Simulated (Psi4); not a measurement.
Input file for Psi4: SAPT0/jun-cc-pV(D+d)Z on FH7Si2 (a complex), monomers drawn apart or pushed together.

```
memory 2025 MB

molecule dimer {
0 1
F     1.45958480    0.31951535   -0.17441569
H     1.34353286    0.29973948    0.74874191
--
0 1
Si   -0.98094020   -0.31732308    6.49994570
Si   -0.95176072   -0.31645625    4.15629459
H    -2.32866038   -0.70423182    6.97979636
H    -0.65362301    1.03571442    7.00763551
H     0.01542378   -1.28562808    7.01495556
H    -1.24165011   -1.65891923    3.60352942
H     0.41554929    0.07371580    3.69997768
H    -1.90723440    0.66585970    3.59600030
units angstrom
symmetry c1
no_reorient
no_com
}

set {
  basis jun-cc-pV(D+d)Z
  scf_type df
  freeze_core true
}

energy('sapt0')
```

It printed:

```
[...]
==> Input File <==

--------------------------------------------------------------------------
memory 2025 MB

molecule dimer {
0 1
F     1.45958480    0.31951535   -0.17441569
H     1.34353286    0.29973948    0.74874191
--
0 1
Si   -0.98094020   -0.31732308    6.49994570
Si   -0.95176072   -0.31645625    4.15629459
H    -2.32866038   -0.70423182    6.97979636
H    -0.65362301    1.03571442    7.00763551
H     0.01542378   -1.28562808    7.01495556
H    -1.24165011   -1.65891923    3.60352942
H     0.41554929    0.07371580    3.69997768
H    -1.90723440    0.66585970    3.59600030
units angstrom
symmetry c1
no_reorient
no_com
}

set {
  basis jun-cc-pV(D+d)Z
  scf_type df
  freeze_core true
}

energy('sapt0')
--------------------------------------------------------------------------


   => Loading Basis Set <=

    Name: JUN-CC-PV(D+D)Z
    Role: ORBITAL
    Keyword: BASIS
    atoms 1       entry F          line   290 file jun-cc-pv_dpd_z.gbs
    atoms 2, 5-10 entry H          line    60 file jun-cc-pv_dpd_z.gbs
    atoms 3-4     entry SI         line   566 file jun-cc-pv_dpd_z.gbs

   => Loading Basis Set <=

    Name: JUN-CC-PV(D+D)Z
    Role: ORBITAL
    Keyword: BASIS
    atoms 1       entry F          line   290 file jun-cc-pv_dpd_z.gbs
    atoms 2, 5-10 entry H          line    60 file jun-cc-pv_dpd_z.gbs
    atoms 3-4     entry SI         line   566 file jun-cc-pv_dpd_z.gbs


  //>>>>>>>>>>>>>>>>>>>>>>>>>>>>>>>>>>>//
  //              Dimer HF             //
  //<<<<<<<<<<<<<<<<<<<<<<<<<<<<<<<<<<<//

   => Libint2 <=

    Primary   basis highest AM E, G, H:  7, 6, 3
    Auxiliary basis highest AM E, G, H:  7, 7, 4
    Onebody   basis highest AM E, G, H:  -, -, -
    Solid Harmonics ordering:            Gaussian


   => Loading Basis Set <=

    Name: JUN-CC-PV(D+D)Z
    Role: ORBITAL
    Keyword: BASIS
    atoms 1       entry F          line   290 file jun-cc-pv_dpd_z.gbs
    atoms 2, 5-10 entry H          line    60 file jun-cc-pv_dpd_z.gbs
    atoms 3-4     entry SI         line   566 file jun-cc-pv_dpd_z.gbs


         ---------------------------------------------------------
                                   SCF
               by Justin Turney, Rob Parrish, Andy Simmonett
                          and Daniel G. A. Smith
                              RHF Reference
                        1 Threads,   1931 MiB Core
         ---------------------------------------------------------

  ==> Geometry <==

    Molecular point group: c1
    Full point group: C1

    Geometry (in Angstrom), charge = 0, multiplicity = 1:

       Center              X                  Y                   Z               Mass
    ------------   -----------------  -----------------  -----------------  -----------------
         F            1.459584800000     0.319515350000    -0.174415690000    18.998403162730
         H            1.343532860000     0.299739480000     0.748741910000     1.007825032230
         SI          -0.980940200000    -0.317323080000     6.499945700000    27.976926534650
         SI          -0.951760720000    -0.316456250000     4.156294590000    27.976926534650
         H           -2.328660380000    -0.704231820000     6.979796360000     1.007825032230
         H           -0.653623010000     1.035714420000     7.007635510000     1.007825032230
         H            0.015423780000    -1.285628080000     7.014955560000     1.007825032230
         H           -1.241650110000    -1.658919230000     3.603529420000     1.007825032230
         H            0.415549290000     0.073715800000     3.699977680000     1.007825032230
         H           -1.907234400000     0.665859700000     3.596000300000     1.007825032230

  Running in c1 symmetry.

  Rotational constants: A =      0.30217  B =      0.00876  C =      0.00856 [cm^-1]
  Rotational constants: A =   9058.94371  B =    262.58225  C =    256.72169 [MHz]
  Nuclear repulsion =  127.106086332660212

  Charge       = 0
  Multiplicity = 1
  Electrons    = 44
  Nalpha       = 22
  Nbeta        = 22

  ==> Algorithm <==

  SCF Algorithm Type is DF.
  DIIS enabled.
  MOM disabled.
  Fractional occupation disabled.
  Guess Type is SAD.
  Energy threshold   = 1.00e-08
  Density threshold  = 1.00e-08
  Integral threshold = 1.00e-12

  ==> Primary Basis <==

  Basis Set: JUN-CC-PV(D+D)Z
    Blend: JUN-CC-PV(D+D)Z
    Number of shells: 51
    Number of basis functions: 107
    Number of Cartesian functions: 112
    Spherical Harmonics?: true
    Max angular momentum: 2

   => Loading Basis Set <=

    Name: (JUN-CC-PV(D+D)Z AUX)
    Role: JKFIT
    Keyword: DF_BASIS_SCF
    atoms 1       entry F          line   314 file jun-cc-pvdz-jkfit.gbs
    atoms 2, 5-10 entry H          line    70 file jun-cc-pvdz-jkfit.gbs
    atoms 3-4     entry SI         line   506 file jun-cc-pvdz-jkfit.gbs

  ==> Integral Setup <==

  DFHelper Memory: AOs need 0.040 GiB; user supplied 1.414 GiB.
  SCF_SUBTYPE=INCORE selected. In-core MEM_DF algorithm will be used.
  Using
[...]
A      3.504265    97A      3.515403    98A      3.836514
      99A      5.740978   100A      5.740978   101A      6.022033
     102A      6.022208   103A      6.662410   104A      7.078017
     105A      7.082367   106A      7.929737   107A     42.851876

    Final Occupation by Irrep:
              A
    DOCC [    17 ]
    NA   [    17 ]
    NB   [    17 ]

  @DF-RHF Final Energy:  -581.35129792911937

   => Energetics <=

    Nuclear Repulsion Energy =             90.7624233400992892
    One-Electron Energy =                -986.2779816564274142
    Two-Electron Energy =                 314.1642603872087420
    Total Energy =                       -581.3512979291193687

Computation Completed


Properties will be evaluated at   0.000000,   0.000000,   0.000000 [a0]

Properties computed using the SCF density matrix


 Multipole Moments:

 ------------------------------------------------------------------------------------
     Multipole            Electronic (a.u.)      Nuclear  (a.u.)        Total (a.u.)
 ------------------------------------------------------------------------------------

 L = 1.  Multiply by 2.5417464519 to convert [e a0] to [Debye]
 Dipole X            :         61.8678166          -61.9036630           -0.0358464
 Dipole Y            :         20.2976021          -20.3077525           -0.0101504
 Dipole Z            :       -342.1638259          342.2091036            0.0452776
 Magnitude           :                                                    0.0586350

 ------------------------------------------------------------------------------------

  Constructing Basis Sets for SAPT...

   => Loading Basis Set <=

    Name: (JUN-CC-PV(D+D)Z AUX)
    Role: RIFIT
    Keyword: DF_BASIS_SAPT
    atoms 1       entry F          line   232 file jun-cc-pvdz-ri.gbs
    atoms 2, 5-10 entry H          line    30 file jun-cc-pvdz-ri.gbs
    atoms 3-4     entry SI         line   376 file jun-cc-pvdz-ri.gbs

   => Loading Basis Set <=

    Name: (JUN-CC-PV(D+D)Z AUX)
    Role: JKFIT
    Keyword: DF_BASIS_ELST
    atoms 1       entry F          line   314 file jun-cc-pvdz-jkfit.gbs
    atoms 2, 5-10 entry H          line    70 file jun-cc-pvdz-jkfit.gbs
    atoms 3-4     entry SI         line   506 file jun-cc-pvdz-jkfit.gbs


  //>>>>>>>>>>>>>>>>>>>>>>>>>>>>>>>>>>>//
  //               SAPT0               //
  //<<<<<<<<<<<<<<<<<<<<<<<<<<<<<<<<<<<//



        SAPT0
    Ed Hohenstein
     6 June 2009

      Orbital Information
  --------------------------
    NSO        =       107
    NMO        =       107
    NRI        =       333
    NRI (Elst) =       482
    NOCC A     =         5
    NOCC B     =        17
    FOCC A     =         1
    FOCC B     =        10
    NVIR A     =       102
    NVIR B     =        90

    Elst10,r            =    -0.000385381233 [Eh]
    Exch10              =     0.000062179936 [Eh]
    Exch10 (S^2)        =     0.000062175632 [Eh]

    Maxiter = 50
    CPHF R converge = 1.000000E-08

    Iter     Energy [mEh]          dE [mEh]         Residual      Time [s]
       1      -0.00047842       0.000478417     1.549975e-04             0
       2      -0.00053949       0.000061073     7.510422e-05             0
       3      -0.00057591       0.000036418     1.510970e-05             0
       4      -0.00057206      -0.000003852     3.169785e-06             0
       5      -0.00057159      -0.000000461     5.050985e-07             0
       6      -0.00057175       0.000000159     9.387117e-08             0
       7      -0.00057173      -0.000000024     1.898898e-08             0
       8      -0.00057173       0.000000003     2.470604e-09             0

    CHF Iterations converged

    Maxiter = 50
    CPHF R converge = 1.000000E-08

    Iter     Energy [mEh]          dE [mEh]         Residual      Time [s]
       1      -0.14700926       0.147009264     2.108954e-03             0
       2      -0.19062479       0.043615526     7.002267e-04             0
       3      -0.19364014       0.003015353     1.243931e-04             0
       4      -0.19270435      -0.000935789     2.601236e-05             0
       5      -0.19277776       0.000073408     6.972597e-06             0
       6      -0.19278738       0.000009615     1.542433e-06             0
       7      -0.19278243      -0.000004946     3.707147e-07             0
       8      -0.19278262       0.000000193     8.822245e-08             0
       9      -0.19278275       0.000000127     1.062881e-08             0
      10      -0.19278272      -0.000000027     1.493334e-09             0

    CHF Iterations converged

    Ind20,r (A<-B)      =    -0.000000571732 [Eh]
    Ind20,r (B<-A)      =    -0.000192782724 [Eh]
    Ind20,r             =    -0.000193354456 [Eh]
    Exch-Ind20,r (A<-B) =     0.000000157262 [Eh]
    Exch-Ind20,r (B<-A) =     0.000018288281 [Eh]
    Exch-Ind20,r        =     0.000018445544 [Eh]
    Disp20              =    -0.000159152254 [Eh]
    Disp20 (SS)         =    -0.000079576127 [Eh]
    Disp20 (OS)         =    -0.000079576127 [Eh]
    Exch-Disp20         =     0.000002914162 [Eh]
    Exch-Disp20 (SS)    =     0.000001726587 [Eh]
    Exch-Disp20 (OS)    =     0.000001187575 [Eh]

    SAPT Results
  --------------------------------------------------------------------------------------------------------
    Electrostatics                 -0.38538123 [mEh]      -0.24183037 [kcal/mol]      -1.01181829 [kJ/mol]
      Elst10,r                     -0.38538123 [mEh]      -0.24183037 [kcal/mol]      -1.01181829 [kJ/mol]

    Exchange                        0.06217994 [mEh]       0.03901850 [kcal/mol]       0.16325340 [kJ/mol]
      Exch10                        0.06217994 [mEh]       0.03901850 [kcal/mol]       0.16325340 [kJ/mol]
      Exch10(S^2)                   0.06217563 [mEh]       0.03901580 [kcal/mol]       0.16324210 [kJ/mol]

    Induction                      -0.18707376 [mEh]      -0.11739055 [kcal/mol]      -0.49116208 [kJ/mol]
      Ind20,r                      -0.19335446 [mEh]      -0.12133175 [kcal/mol]      -0.50765205 [kJ/mol]
      Exch-Ind20,r                  0.01844554 [mEh]       0.01157475 [kcal/mol]       0.04842877 [kJ/mol]
      delta HF,r (2)               -0.01216484 [mEh]      -0.00763355 [kcal/mol]      -0.03193879 [kJ/mol]

    Dispersion                     -0.15623809 [mEh]      -0.09804088 [kcal/mol]      -0.41020306 [kJ/mol]
      Disp20                       -0.15915225 [mEh]      -0.09986955 [kcal/mol]      -0.41785419 [kJ/mol]
      Exch-Disp20                   0.00291416 [mEh]       0.00182866 [kcal/mol]       0.00765113 [kJ/mol]
      Disp20 (SS)                  -0.07957613 [mEh]      -0.04993477 [kcal/mol]      -0.20892709 [kJ/mol]
      Disp20 (OS)                  -0.07957613 [mEh]      -0.04993477 [kcal/mol]      -0.20892709 [kJ/mol]
      Exch-Disp20 (SS)              0.00172659 [mEh]       0.00108345 [kcal/mol]       0.00453315 [kJ/mol]
      Exch-Disp20 (OS)              0.00118757 [mEh]       0.00074521 [kcal/mol]       0.00311798 [kJ/mol]

  Total HF                         -0.51027505 [mEh]      -0.32020243 [kcal/mol]      -1.33972697 [kJ/mol]
  Total SAPT0                      -0.66651315 [mEh]      -0.41824331 [kcal/mol]      -1.74993002 [kJ/mol]

  Special recipe for scaled SAPT0 (see Manual):
    Electrostatics sSAPT0          -0.38538123 [mEh]      -0.24183037 [kcal/mol]      -1.01181829 [kJ/mol]
    Exchange sSAPT0                 0.06217994 [mEh]       0.03901850 [kcal/mol]       0.16325340 [kJ/mol]
    Induction sSAPT0               -0.18706993 [mEh]      -0.11738815 [kcal/mol]      -0.49115202 [kJ/mol]
    Dispersion sSAPT0              -0.15623749 [mEh]      -0.09804050 [kcal/mol]      -0.41020147 [kJ/mol]
  Total sSAPT0                     -0.66650871 [mEh]      -0.41824053 [kcal/mol]      -1.74991838 [kJ/mol]
  --------------------------------------------------------------------------------------------------------



*** Psi4 exiting successfully. Buy a developer a beer!
```

The run finished.

Cost: about 15 core-seconds (a rough figure).
